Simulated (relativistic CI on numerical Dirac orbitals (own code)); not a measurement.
**Zeeman pattern of Ge 2709.62 Å at 1 T**

Problem. The line 4s2 4p2 3P_1 – 4s2 4p 5s 3P°_0 of Ge lies at 2709.62 Å (air; NIST Handbook). Calculate its Zeeman pattern at B = 1 T, seen across the field, in LS coupling, and compare it with the Doppler width at an assumed gas temperature of 1000 K.

Working.
1. Landé factors g = 3/2 + [S(S + 1) − L(L + 1)]/[2J(J + 1)]: lower 1.5000, upper none (J = 0).
2. The unit is μB B/hc = 0.46686 × 1 = 0.4669 cm⁻¹, or 34.3 mÅ at this wavelength. A component is shifted by g_u m_u − g_l m_l units. Seen across the field, the strengths for lower J and m are J² − m² (π) and ¼(J − m)(J − m − 1) (σ).
3. π components (Δm = 0), symmetric about zero, as shift (strength, strongest of all = 100): 0.000 (100).
4. σ components with Δm = +1, mirrored for −1: 1.500 (50).
5. The centre of the σ group lies at ḡ = 1.500 units, 51.4 mÅ from the line centre.
6. The Doppler width is 7.16 × 10⁻⁷ λ √(T/M) = 7.1 mÅ (FWHM, M = 74), so the sum of Gaussians shows separate peaks away from the centre.

Check. A relativistic CI calculation gives g = 1.5011 and none (J = 0) for the two levels. The nearest fine-structure partner lies 251 cm⁻¹ away, 537 Zeeman units, so the weak-field formulas hold; hyperfine structure, which matters at weak fields for isotopes with nuclear spin, is neglected.
